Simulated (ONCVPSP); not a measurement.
**Logarithmic derivatives: technetium, ONCV**

technetium, optimised norm-conserving Vanderbilt (ONCV), made with ONCVPSP 4.0.1 (PBE, fully relativistic). Core [Ar] 3d10, reference 4s2 4p6 4d6 5s1. Waves: 4s+5s: rc 1.80 bohr, ncon 4, nbas 9, qcut 7 1/bohr, 2 projectors; 4p: rc 1.80 bohr, ncon 4, nbas 8, qcut 8.9 1/bohr, 3 projectors, debl 2.8 Ha; 4d: rc 1.95 bohr, ncon 3, nbas 8, qcut 7.9 1/bohr, 2 projectors, debl 2.4 Ha. Local part: polynomial inside 1.75 bohr (lpopt 4, dvloc0 2 Ha). Core correction: polynomial model core, fcfact 0.5.

Open shells are filled in proportion to 2j + 1.

The phase is arctan(r·R′/R) of the radial function R(r), unwrapped; energies in Ha, scanned from -4 to 5 Ha. A pole is an energy at which the radial function vanishes at the test radius. The pseudo phase is shifted by a multiple of π to meet the all-electron one at the reference energy, and phase errors are pseudo minus all-electron; the curves can meet again beyond the range given. Levels narrower than the energy grid can be missing from the lists of poles.

| channel | radius (bohr) | reference energy (Ha) | poles, all-electron | poles, pseudo | unbroken range about the reference energy with phases within 0.05 rad | phase error 1 Ha above the reference energy (rad) |
| --- | --- | --- | --- | --- | --- | --- |
| s | 1.83 | -0.15 | -2.30 | -2.30 | the whole range | +0.002 |
| p3/2 | 1.83 | -1.53 | -1.05 | -1.05 | the whole range | -0.000 |
| p1/2 | 1.83 | -1.63 | -1.20 | -1.20 | the whole range | -0.000 |
| d5/2 | 1.97 | -0.16 | 0.58 | 0.58 | the whole range | +0.000 |
| d3/2 | 1.97 | -0.17 | 0.55 | 0.55 | the whole range | +0.000 |

Phases in the d3/2 channel:

```json
{"E (Ha)": "-3.98", "all-electron": "1.345", "pseudo": "1.345"}
{"E (Ha)": "-3.50", "all-electron": "1.324", "pseudo": "1.324"}
{"E (Ha)": "-3.02", "all-electron": "1.297", "pseudo": "1.297"}
{"E (Ha)": "-2.54", "all-electron": "1.260", "pseudo": "1.260"}
{"E (Ha)": "-2.06", "all-electron": "1.202", "pseudo": "1.202"}
{"E (Ha)": "-1.58", "all-electron": "1.101", "pseudo": "1.101"}
{"E (Ha)": "-1.10", "all-electron": "0.867", "pseudo": "0.867"}
{"E (Ha)": "-0.62", "all-electron": "0.023", "pseudo": "0.023"}
{"E (Ha)": "-0.14", "all-electron": "-1.145", "pseudo": "-1.145"}
{"E (Ha)": "0.34", "all-electron": "-1.492", "pseudo": "-1.492"}
{"E (Ha)": "0.82", "all-electron": "-1.652", "pseudo": "-1.652"}
{"E (Ha)": "1.30", "all-electron": "-1.784", "pseudo": "-1.784"}
{"E (Ha)": "1.78", "all-electron": "-1.966", "pseudo": "-1.966"}
{"E (Ha)": "2.26", "all-electron": "-2.376", "pseudo": "-2.376"}
{"E (Ha)": "2.74", "all-electron": "-3.438", "pseudo": "-3.437"}
{"E (Ha)": "3.22", "all-electron": "-4.161", "pseudo": "-4.160"}
{"E (Ha)": "3.70", "all-electron": "-4.407", "pseudo": "-4.405"}
{"E (Ha)": "4.18", "all-electron": "-4.521", "pseudo": "-4.520"}
{"E (Ha)": "4.66", "all-electron": "-4.589", "pseudo": "-4.587"}
```
